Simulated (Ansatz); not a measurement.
Born–Oppenheimer molecular dynamics of C$_{2}$H$_{5}$OSi (9 atoms, charge 1, multiplicity 1). It goes on from the last frame of an earlier run, with new velocities.

Level of theory: Ansatz, RKS B3LYP-D4/STO-3G.

* ensemble: NVT, Langevin thermostat
* time step: 0.5 fs
* steps asked: 266
* set temperature: 300 K
* friction: 0.05 /fs
* seed: 333704

First frame:

```xyz
9
Properties=species:S:1:pos:R:3
C -0.155 1.559 -1.620
C 0.301 0.893 -0.681
O 0.914 0.051 0.302
Si -0.433 -1.109 0.830
H -0.722 1.830 -2.534
H 1.428 0.583 1.036
H -1.452 -0.524 0.027
H -0.072 -2.470 0.387
H -0.502 -1.084 2.329
```

How far do the bonds stretch over the last three quarters of this one trajectory? (Pairs bonded in most of those frames.)


```tsv
bond	mean (Å)	spread (Å)	shortest	longest
C1–C2	1.209	0.018	1.17	1.24
C1–H5	1.095	0.024	1.04	1.15
C2–O3	1.396	0.033	1.33	1.46
O3–Si4	1.843	0.030	1.78	1.90
O3–H6	1.016	0.014	0.98	1.06
Si4–H7	1.450	0.029	1.39	1.53
Si4–H8	1.451	0.025	1.39	1.50
Si4–H9	1.453	0.030	1.38	1.52
```

Mean temperature of the second half: 288 K. A run of 0.13 ps of so small a system gives no equilibrium averages. Limits of this set-up: minimal basis, the dipole of an ion depends on the origin.

Time of the run: 5.3 min on 1 CPU thread of a shared host.
